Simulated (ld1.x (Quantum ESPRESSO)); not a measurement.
# Transferability test, PAW potential for Ga (Z = 31)

Ga (Z = 31), PAW, made with ld1.x (Quantum ESPRESSO) 7.5 (PBEsol, fully relativistic). Core [Ar], reference 3d10 4s2 4p0.5 (charge +0.5). Waves: 4s (bound): rcut 1.20, rcutus 1.65 bohr; 4s channel at 3.95 Ry: rcut 1.20, rcutus 1.65 bohr; 4p (bound): rcut 1.85, rcutus 2.30 bohr; 4p channel at 3.95 Ry: rcut 1.85, rcutus 2.30 bohr; 3d (bound): rcut 0.80, rcutus 1.00 bohr; 3d channel at 1.45 Ry: rcut 0.80, rcutus 1.00 bohr. Local part: all-electron potential smoothed inside 1.40 bohr (lloc = -1). Core correction: Bessel-smoothed model core inside 0.55 bohr. Augmentation charge: BESSEL, radius 0.85 bohr.

Open shells are filled in proportion to 2j + 1 (rel_dist='average').

Energies are relative to the spin-unpolarised reference configuration 3d10 4s2 4p0.5; without spin polarisation the order of configurations can differ from experiment.

(1) Give the all-electron excitation energy and the error of the potential for: 3d10 4s2 4p1; 3d10 4s2 4p0; 3d10 4s1 4p0; 3d10 4s2 4p1.3; 3d9 4s2 4p1; 3d10 4s1 4p1; 3d10 4s0 4p0.

Levels in the configuration 3d10 4s0 4p0:

```csv
level,all-electron (eV),pseudo (eV)
3d j=3/2,-52.735,-52.772
3d j=5/2,-52.263,-52.301
```

The ghost test of this file was not conclusive.

Results:

(1)

| valence configuration | charge | ΔE all-electron (eV) | error AE − PS (meV) |
| --- | --- | --- | --- |
| 3d10 4s2 4p1 | 0 | -2.028 | +0.3 |
| 3d10 4s2 4p0 | +1 | 3.654 | +1.2 |
| 3d10 4s1 4p0 | +2 | 24.789 | +2.7 |
| 3d10 4s2 4p1.3 | -0.3 | -2.559 | +0.7 |
| 3d9 4s2 4p1 | +1 | 25.681 | -158 |
| 3d10 4s1 4p1 | +1 | 11.056 | -0.7 |
| 3d10 4s0 4p0 | +3 | 55.911 | +0.4 |
